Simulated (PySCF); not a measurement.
# Hartree-Fock beside MP2: AlBCFH2 cation

Calculated results; nothing here was measured. The program is PySCF 2.14.0, an open-source quantum chemistry code, run on an isolated molecule that a program drew, which may never have been made. The molecule is AlBCFH2 cation (charge +1, singlet), drawn as the SMILES string `C=[B][Al+][F]`.

The geometry was optimised and harmonic frequencies were computed with HF and MP2, all in the cc-pV(D+d)Z basis, for the commonest isotopes, with a restricted reference for singlets and an unrestricted one otherwise, and a frozen core in MP2. Each result is a local minimum of its method.

Geometry at the HF minimum:
```xyz
6
AlBCFH2 cation, angstrom
C     0.1833    0.4724   -2.4721
B    -0.7956    0.0815   -1.5731
Al   -2.2265   -0.4887   -0.2594
F    -3.3626   -0.9406    0.7830
H     0.9926   -0.1894   -2.7708
H     0.1920    1.4609   -2.9247
```

Lengths of the bonds as drawn, in Å (atoms numbered as above):
```
bond,HF,MP2
C1-B2,1.385,1.398
B2-Al3,2.025,2.035
Al3-F4,1.607,1.633
C1-H5,1.087,1.101
C1-H6,1.087,1.101
```

Rotational constants, in GHz:
| constant | HF | MP2 |
|---|---|---|
| A | 296 | 287.7 |
| B | 2.085 | 2.047 |
| C | 2.07 | 2.033 |

Harmonic frequencies in cm^-1, each column in rising order, so a row needn't be the same motion in every method:
```
rank    HF   MP2
   1   105    97
   2   114   104
   3   222   201
   4   245   214
   5   465   449
   6   682   558
   7   989   805
   8   990   945
   9  1386     ?
  10  1629  1555
  11  3284  3148
  12  3374  3242
```

**Estimate the missing MP2 frequency from the HF column.**

A single factor s that minimises the squared misfit of MP2 against s times HF over the other rows is sum(HF x MP2) / sum(HF^2) = 0.9512, with an rms misfit of 51 cm^-1. For rank 9 it gives 0.9512 x 1386 = 1318 cm^-1. The calculation gives 1274 cm^-1, 44 cm^-1 below the estimate. The drawn bonds are on average 1.1 % longer in MP2 than in HF.
